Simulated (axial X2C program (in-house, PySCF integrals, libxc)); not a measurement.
# Nuclear properties of TcGe

Calculated with an in-house all-electron X2C program for linear molecules (integrals from PySCF): two-component X2C with atomic mean-field Coulomb and Gaunt terms, Gaussian nuclei, basis Tc dyall-cv3z, Ge dyall-cv3z with contracted cores.

R = 2.289 Å (near the PBE0 minimum at charge 0 of the determinant lowest at the starting distance; the state shown can have its own minimum elsewhere).

Input and command:
```json
{"zs": [43, 32], "q": 0, "bas": ["dyall-cv3z", "dyall-cv3z"], "r0": 2.49, "levels": ["PBE0", "HF", "LDA", "B3LYP", "PBE"], "nst": 3}
```
```bash
python soeom.py task.json out
```

Keys: zs atomic numbers; q charge; bas basis sets; r0 starting distance in Å; levels methods; nst determinants followed.

Determinant lowest in the PBE0 search, Ω = 3/2 (⟨Sz⟩ = 1.50, ⟨Lz⟩ = 0.00 at PBE0), spin on the atoms Tc 2.11, Ge -0.61:

```tsv
level	Eeff magnitude (GV/cm)	Ws magnitude Tc (kHz)	Ws magnitude Ge (kHz)	A∥/gI Tc (MHz)	qzz Tc (a.u.)	A∥/gI Ge (MHz)	qzz Ge (a.u.)	μ (D)
PBE0	1.17	0.59	0.0659	887	-1.46	134	-2.88	-2.10
HF	7.16	2.32	0.206	474	-1.84	170	-1.38	-2.11
LDA	0.527	0.291	0.0544	1070	-1.89	69.8	-2.98	-1.50
B3LYP	0.745	0.402	0.0586	863	-1.52	88.2	-3.09	-1.78
PBE	0.633	0.356	0.066	969	-1.78	104	-2.89	-1.65
```

Eeff is the effective electric field on the electron electric dipole moment in this Ω state and Ws the scalar–pseudoscalar constant of the nucleus named (defined with the proton number Z and per Ω); A∥ (defined per Ω) follows by multiplying with gI = μI/(I μN); qzz is the electric field gradient, eQq0 = 234.96 MHz × Q/barn × qzz; μ is positive if the Ge end (last atom) is positive. The operators were transformed with the bare-nucleus X2C matrices; with these basis sets, hyperfine constants and field gradients can be off by tens of per cent, and where levels differ in sign neither size nor sign is settled.

Each state is one determinant with collinear spin, which with several unpaired electrons need not be a pure state. Unrestricted Hartree–Fock can overshoot spin polarisation at the nuclei. This is the top spin component of a Σ state; components of lower Ω are not single determinants and can lie lower. With several open shells hyperfine constants can be off by a factor of several. Where Eeff spreads by more than a factor of two the levels disagree and none is to be relied on. In the state Ω = 3/2 the atomic spins oppose each other (2.11, -0.61): a broken-symmetry determinant whose values are not spin-projected. The search compared states at one distance, so a state with another bond length can lie lower. The sign of Ws at Ge differs between levels in the first state. Further determinants of the search, some of them spin-mixed, are not shown. Where a field gradient or hyperfine factor spreads by more than a factor of two over the levels, a constant derived from it is not to be relied on.
